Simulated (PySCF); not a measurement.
# `C=C[C@H]1[C@H](C)[Se][C@@H]1F`, C$_{6}$H$_{9}$FSe

Molfile (atoms numbered from 1):
```
C6H9FSe
     RDKit          3D

 17 17  0  0  0  0  0  0  0  0999 V2000
    2.1885   -0.2389   -1.0110 C   0  0  0  0  0  0  0  0  0  0  0  0
    1.4714    0.2358   -0.0093 C   0  0  0  0  0  0  0  0  0  0  0  0
   -0.0071    0.4264   -0.0527 C   0  0  1  0  0  0  0  0  0  0  0  0
   -0.7942   -0.3164    1.0422 C   0  0  2  0  0  0  0  0  0  0  0  0
   -1.4014   -1.6405    0.6494 C   0  0  0  0  0  0  0  0  0  0  0  0
   -2.0737    1.2196    1.2912 Se  0  0  0  0  0  2  0  0  0  0  0  0
   -0.4848    1.8453    0.2624 C   0  0  2  0  0  0  0  0  0  0  0  0
   -0.7753    2.5925   -0.8295 F   0  0  0  0  0  0  0  0  0  0  0  0
    3.2553   -0.3615   -0.9396 H   0  0  0  0  0  0  0  0  0  0  0  0
    1.7370   -0.5228   -1.9472 H   0  0  0  0  0  0  0  0  0  0  0  0
    1.9448    0.5165    0.9233 H   0  0  0  0  0  0  0  0  0  0  0  0
   -0.3960    0.1496   -1.0367 H   0  0  0  0  0  0  0  0  0  0  0  0
   -0.2112   -0.4053    1.9626 H   0  0  0  0  0  0  0  0  0  0  0  0
   -2.0298   -1.5309   -0.2320 H   0  0  0  0  0  0  0  0  0  0  0  0
   -0.6078   -2.3525    0.4251 H   0  0  0  0  0  0  0  0  0  0  0  0
   -2.0092   -2.0376    1.4601 H   0  0  0  0  0  0  0  0  0  0  0  0
    0.1864    2.4327    0.8976 H   0  0  0  0  0  0  0  0  0  0  0  0
  1  2  2  0
  2  3  1  0
  3  4  1  0
  4  5  1  0
  4  6  1  0
  6  7  1  0
  7  8  1  0
  7  3  1  0
  1  9  1  0
  1 10  1  0
  2 11  1  0
  3 12  1  6
  4 13  1  1
  5 14  1  0
  5 15  1  0
  5 16  1  0
  7 17  1  1
M  END
```

Computed with PySCF, TDDFT B3LYP/def2-SVPD circular dichroism and optical rotation, one conformer, gas phase. Geometry: GFN2-xTB.

The molecule is flexible and this is one conformer; a measurement averages over conformers. The calculation is non-relativistic, which matters for the atoms heavier than Zn. States above about 6.2 eV (minus the energy of the highest occupied orbital) lie near or above the ionisation threshold and depend on the basis.

Question: Draw the ECD and absorption spectra from the lowest 16 states, each a Gaussian of half-width 0.3 eV at 1/e height.

Answer: 
```
E (eV)  λ (nm)  Δε (L mol⁻¹ cm⁻¹)  ε (L mol⁻¹ cm⁻¹)
  3.20     388              -0.03                 0
  3.35     370              -0.12             0.138
  3.50     354              -0.30             0.346
  3.65     340              -0.45             0.525
  3.80     326              -0.41             0.483
  3.95     314              -0.23              0.27
  4.10     302              -0.08            0.0912
  4.25     292              -0.02                 0
  4.40     282               0.00                 0
  4.55     273               0.00                 0
  4.70     264               0.00              0.23
  4.85     256              +0.01              3.32
  5.00     248              +0.02              33.9
  5.15     241              -0.17               242
  5.30     234              -1.23              1180
  5.45     228              -3.67              3900
  5.60     221              -6.06              8600
  5.75     216              -5.92             12400
  5.90     210              -3.26             11600
  6.05     205              -0.60              7260
  6.20     200              -0.17              3720
  6.35     195              -1.94              3050
  6.50     191              -3.75              4370
  6.65     186              -4.13              6010
  6.80     182              -3.15              6590
  6.95     178              +0.22              6520
  7.10     175              +7.80              7730
```
Δε uses R in velocity form, ε uses f in length form. Only the states computed contribute, so the short-wavelength end is incomplete.
